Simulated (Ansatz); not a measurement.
Species: C3H4Si, SMILES `[SiH2]=C1C=C1` (charge 0, multiplicity 1).

Question: Give a relaxed geometry from B3LYP-D3(BJ)/def2-TZVP run with Ansatz (a first-principles code).

Answer: the end point of this relaxation (outside a Z-matrix the atoms follow the SMILES, hydrogens last).
Cartesian coordinates (Å) in one orientation:
```xyz
8

Si     1.049    -0.830     1.138
C     -0.021     0.018    -0.006
C     -0.475     1.230    -0.610
C     -1.322     0.232    -0.558
H      0.869    -2.287     0.901
H      2.442    -0.431     0.804
H     -0.247     2.242    -0.898
H     -2.295    -0.174    -0.771
```
